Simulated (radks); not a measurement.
Results of a calculation; reference values are marked as such.
Problem. All-electron atom: O3+ in [He] 2s1.5 2p1.5 (fractional occupations, a model configuration). Code: a radial shooting solver on a logarithmic mesh with Libxc functionals. Model: scalar-relativistic Kohn-Sham, PBE, spin-polarised, spherical densities, finite nucleus; open shells are filled with parallel spins first; Fermi nuclear charge, rms radius 2.6991 fm. Some entries of the table are withheld. Estimate them.

orbital,occ.,eigenvalue (eV),r(max) (bohr),<r^2> (bohr^2)
1s up,1,-586.5016,0.1291,0.05365
1s down,1,-584.3406,0.1290,0.05337
2s up,1,(1),(2),(3)
2s down,0.5,(4),(5),(6)
2p up,1.5,-66.8710,0.7026,1.022
2p down,0,-60.7317,0.7081,1.089

Solution. 
(1) 2s up eigenvalue (eV): -81.4305
(2) 2s up r(max) (bohr): 0.8043
(3) 2s up <r^2> (bohr^2): 1.111
(4) 2s down eigenvalue (eV): -75.1719
(5) 2s down r(max) (bohr): 0.8125
(6) 2s down <r^2> (bohr^2): 1.167
